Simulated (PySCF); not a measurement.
Start geometry of `C([C@H]1[C@@]2(CC[C@@H]21)C#N)(Cl)Cl` from GFN2-xTB (Å):
```
atom  x, y, z in Å
N1     1.6736    2.6444   -0.4156
C2     1.1838    1.6087   -0.3799
C3     0.6092    0.3246   -0.3246
C4     1.2080   -0.9383   -0.9496
C5     0.7407   -1.7476    0.2785
C6     0.1424   -0.4835    0.8779
C7    -0.8663    0.0920   -0.0669
C8    -1.6752    1.2615    0.3990
Cl9   -2.2870    2.1853   -0.9980
Cl10  -3.0537    0.6935    1.3784
H11    2.2896   -0.8864   -1.0473
H12    0.7723   -1.2193   -1.9073
H13    1.5650   -2.1463    0.8641
H14    0.0241   -2.5430    0.0800
H15    0.1656   -0.2154    1.9210
H16   -1.4011   -0.5710   -0.7367
H17   -1.0980    1.9528    1.0173
```

Problem. What comes out of this run: PBE0-D3(BJ)/def2-SVP geometry optimisation, gas phase (PySCF 2.14.0)?

Solution. 
```
atom  x, y, z in Å
N1     1.5593    2.4479   -0.3985
C2     1.0771    1.3937   -0.3752
C3     0.5030    0.0858   -0.3363
C4     1.1087   -1.1714   -0.9657
C5     0.6593   -1.9900    0.2742
C6     0.0547   -0.7318    0.8823
C7    -0.9591   -0.1513   -0.0418
C8    -1.7622    1.0102    0.4528
Cl9   -2.3943    1.9492   -0.9165
Cl10  -3.0870    0.4347    1.4981
H11    2.2003   -1.1036   -1.0544
H12    0.6852   -1.4515   -1.9419
H13    1.5112   -2.3740    0.8502
H14   -0.0494   -2.8138    0.0987
H15    0.0955   -0.4325    1.9323
H16   -1.5157   -0.8099   -0.7198
H17   -1.1610    1.7013    1.0572
```

The energy falls by 4.9 kJ/mol over 4 energy and gradient evaluations, the largest force component goes from 0.0312 to 2.6e-04 Eh/bohr, and the atoms move by 0.027 Å rms after alignment. The bond that changes most is C2–C3 (nitrile carbon to sp3 carbon at a ring junction), which lengthens by 0.021 Å. Bonds longer at the end by more than 0.005 Å: 10 of 18; shorter: 3. Rotational constants go from 1328, 759.7, 568.1 to 1309, 763.6, 569.3 MHz. The orientation of the end geometry is arbitrary; only internal coordinates are fixed.

The run used 183 basis functions and 30 SCF cycles in all.

Not checked by PBE0-D3(BJ)/def2-SVP frequencies. One conformer, not necessarily the lowest.
